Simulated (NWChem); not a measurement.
# CH4O2Si; SMILES C1O[SiH2]O1

```xyz
8

C      0.0000     0.0000    -1.2600
O      0.0000     1.1034    -0.3629
Si     0.0000     0.0000     0.9171
O      0.0000    -1.1034    -0.3629
H     -0.9049     0.0000    -1.8953
H      0.9049     0.0000    -1.8953
H      1.2185     0.0000     1.7712
H     -1.2185     0.0000     1.7712
```
Atoms are numbered in this order, from 1.

Level: PBE0/def2-SVP (NWChem), optimised geometry, unscaled harmonic frequencies. 

```csv
frequency (cm⁻¹),IR intensity (km/mol)
234,8.9
520,0.0
665,49.9
704,99.6
764,23.7
808,29.5
944,39.1
1026,245.7
1047,228.3
1111,129.5
1151,7.1
1161,0.0
1385,22.2
1539,7.7
2265,173.0
2265,116.4
3034,98.1
3095,47.7
```

```json
{
 "zero_point_energy": "33.9 kcal/mol",
 "thermal correction to the enthalpy at 298.15 K (with zero-point energy)": "37.1 kcal/mol",
 "heat capacity Cv": "14.1 cal/(mol K)",
 "entropy at 298.15 K and 1 atm (symmetry number 2)": "65.6 cal/(mol K)",
 "dipole_moment": "0.59 D"
}
```

Rigid rotor and harmonic oscillator.
